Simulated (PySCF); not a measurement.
**SMILES c1(Br)ccc(C#Cc2ccc(Cl)cc2)cc1, C$_{14}$H$_{8}$BrCl**

Molfile (atoms numbered from 1):
```
C14H8BrCl
     RDKit          3D

 24 25  0  0  0  0  0  0  0  0999 V2000
    6.5177   -0.1042    0.0968 Cl  0  0  0  0  0  0  0  0  0  0  0  0
    4.7893   -0.0895    0.0506 C   0  0  0  0  0  0  0  0  0  0  0  0
    4.0846    0.6356    1.0005 C   0  0  0  0  0  0  0  0  0  0  0  0
    2.7046    0.6427    0.9634 C   0  0  0  0  0  0  0  0  0  0  0  0
    2.0210   -0.0682   -0.0253 C   0  0  0  0  0  0  0  0  0  0  0  0
    0.6091   -0.0533   -0.0565 C   0  0  0  0  0  0  0  0  0  0  0  0
   -0.5985   -0.0288   -0.0714 C   0  0  0  0  0  0  0  0  0  0  0  0
   -2.0099    0.0145   -0.0535 C   0  0  0  0  0  0  0  0  0  0  0  0
   -2.7250    0.4363   -1.1761 C   0  0  0  0  0  0  0  0  0  0  0  0
   -4.1036    0.5033   -1.1389 C   0  0  0  0  0  0  0  0  0  0  0  0
   -4.7693    0.1418    0.0213 C   0  0  0  0  0  0  0  0  0  0  0  0
   -6.6730    0.2422    0.0785 Br  0  0  0  0  0  0  0  0  0  0  0  0
   -4.0791   -0.2900    1.1426 C   0  0  0  0  0  0  0  0  0  0  0  0
   -2.7009   -0.3511    1.1040 C   0  0  0  0  0  0  0  0  0  0  0  0
    2.7457   -0.7904   -0.9749 C   0  0  0  0  0  0  0  0  0  0  0  0
    4.1258   -0.8033   -0.9366 C   0  0  0  0  0  0  0  0  0  0  0  0
    4.6150    1.1875    1.7607 H   0  0  0  0  0  0  0  0  0  0  0  0
    2.1458    1.2035    1.6978 H   0  0  0  0  0  0  0  0  0  0  0  0
   -2.1944    0.7172   -2.0732 H   0  0  0  0  0  0  0  0  0  0  0  0
   -4.6597    0.8356   -2.0019 H   0  0  0  0  0  0  0  0  0  0  0  0
   -4.6162   -0.5717    2.0351 H   0  0  0  0  0  0  0  0  0  0  0  0
   -2.1488   -0.6839    1.9698 H   0  0  0  0  0  0  0  0  0  0  0  0
    2.2190   -1.3432   -1.7383 H   0  0  0  0  0  0  0  0  0  0  0  0
    4.6893   -1.3627   -1.6669 H   0  0  0  0  0  0  0  0  0  0  0  0
  1  2  1  0
  2  3  1  0
  3  4  2  0
  4  5  1  0
  5  6  1  0
  6  7  3  0
  7  8  1  0
  8  9  1  0
  9 10  2  0
 10 11  1  0
 11 12  1  0
 11 13  2  0
 13 14  1  0
  5 15  2  0
 15 16  1  0
 16  2  2  0
 14  8  2  0
  3 17  1  0
  4 18  1  0
  9 19  1  0
 10 20  1  0
 13 21  1  0
 14 22  1  0
 15 23  1  0
 16 24  1  0
M  END
```

Computed with quadratic response LC-wPBE/def2-SVPD first hyperpolarisability, Taylor convention, gas phase in PySCF. Geometry: GFN2-xTB.

The calculation is non-relativistic, which matters for the atoms heavier than Zn.

**Question.** Give the tensor of the second harmonic β(−2ω;ω,ω) at 1340 nm in the axes of these coordinates.

**Answer.** In au, Taylor convention; rows are the first index (the induced dipole):
|  | xx | yy | zz | xy | xz | yz |
| --- | --- | --- | --- | --- | --- | --- |
| x | +151.4 | +29.0 | +32.3 | +8.4 | +12.3 | -20.4 |
| y | +7.9 | -4.5 | -1.8 | +27.8 | -18.9 | 0.0 |
| z | +12.1 | -0.1 | -1.4 | -18.7 | +30.6 | -1.7 |

Norm of βᵢ = ⅓ Σⱼ (βᵢⱼⱼ + βⱼᵢⱼ + βⱼⱼᵢ): 211.0 au, hyper-Rayleigh value 79.9 au.
